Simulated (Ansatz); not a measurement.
A run on C2H7InO, SMILES `C[O][InH][CH3]` with other settings.

```yaml
crystal:
  periodic: [false, false, false]
  atoms:
    - {symbol: C, position_ang: [-0.586850, 1.768142, 0.411640]}
    - {symbol: O, position_ang: [-0.289352, 1.342097, -0.883216]}
    - {symbol: In, position_ang: [0.326437, -0.502272, -1.336082]}
    - {symbol: C, position_ang: [0.481217, -1.763790, 0.386631]}
    - {symbol: H, position_ang: [-0.454428, 0.989997, 1.180084]}
    - {symbol: H, position_ang: [0.052719, 2.614650, 0.696438]}
    - {symbol: H, position_ang: [-1.628646, 2.110632, 0.475832]}
    - {symbol: H, position_ang: [0.585707, -0.633500, -3.017950]}
    - {symbol: H, position_ang: [0.825602, -2.761576, 0.117472]}
    - {symbol: H, position_ang: [1.181421, -1.323614, 1.098491]}
    - {symbol: H, position_ang: [-0.493827, -1.840756, 0.870660]}
basis:
  gaussian: {orbitals: ANO-RCC-VTZP}
magnetization: {spin_polarized: true, initial_magnetization: 2}
hamiltonian: {xc: {name: B2GP-PLYP}}
output: {forces: true}
```

```sh
$ ansatz run in.yaml --threads 4 --pin off --events-out ev --progress --plain --max-ram 10444MiB
```

Output, abridged:

```
Functional definition: B2GP-PLYP
1634 factors; integrals over basis functions are off by at most 1.2e-3 eV
mean field evaluation 1: about -164214.9760 eV, gradient 4.2e1 eV
mean field evaluation 2: about -164215.0383 eV, gradient 4.2e1 eV
mean field evaluation 4: about -164222.1145 eV, gradient 1.7e1 eV
mean field evaluation 8: about -164223.5254 eV, gradient 9.7e-1 eV
mean field evaluation 16: about -164223.5837 eV, gradient 8.6e-2 eV
mean field evaluation 32: about -164224.6706 eV, gradient 4.1e-1 eV
mean field evaluation 64: about -164224.7437 eV, gradient 1.4e0 eV
mean field evaluation 96: about -164224.7598 eV, gradient 1.0e-1 eV
mean field -164224.75981904 eV, -6035.1486078093 hartree, gradient 2.3e-6 eV, S^2 2.019603; 6 other end points of the search recorded, 0 dependent functions left out
21 core orbitals not correlated: weight in the atoms' cores, before any rotation towards them, 1.000 or more for the frozen orbitals, at most 0.000 for the correlated occupied ones
reference -164224.75998948 eV, -6035.1486140730 hartree; 18, 16 occupied and 217, 219 virtual orbitals, 1634 factors
second order -32.57522724 eV of doubles, -0.00000000 eV of singles
Total energy: -164236.48707129 eV, -6035.5795763805 hartree
Relativity: scalar
Atom 0 at    -0.586850     1.768142     0.411640 Å, force     0.111138    -0.700297     0.712443 eV/Å
Atom 1 at    -0.289352     1.342097    -0.883216 Å, force    -1.474091     4.088846     1.841062 eV/Å
Atom 2 at     0.326437    -0.502272    -1.336082 Å, force     1.508229    -4.221453    -1.740988 eV/Å
Atom 3 at     0.481217    -1.763790     0.386631 Å, force    -0.229064     0.390932     0.763258 eV/Å
Atom 4 at    -0.454428     0.989997     1.180084 Å, force     0.055824     0.062309    -0.556754 eV/Å
Atom 5 at     0.052719     2.614650     0.696438 Å, force    -0.102294     0.059923    -0.525397 eV/Å
Atom 6 at    -1.628646     2.110632     0.475832 Å, force     0.176423     0.144263    -0.488235 eV/Å
Atom 7 at     0.585707    -0.633500    -3.017950 Å, force    -0.134153     0.328290     0.254716 eV/Å
Atom 8 at     0.825602    -2.761576     0.117472 Å, force    -0.051079     0.237892    -0.147580 eV/Å
Atom 9 at     1.181421    -1.323614     1.098491 Å, force    -0.059069    -0.235884    -0.073099 eV/Å
Atom 10 at    -0.493827    -1.840756     0.870660 Å, force     0.198136    -0.154821    -0.039426 eV/Å
Dipole moment:    -0.365170     0.842897     0.838554 e Å
```

Run time 2.5 min (4 threads of an Arm Neoverse V2 on a shared host); peak host memory 1.7 GiB.
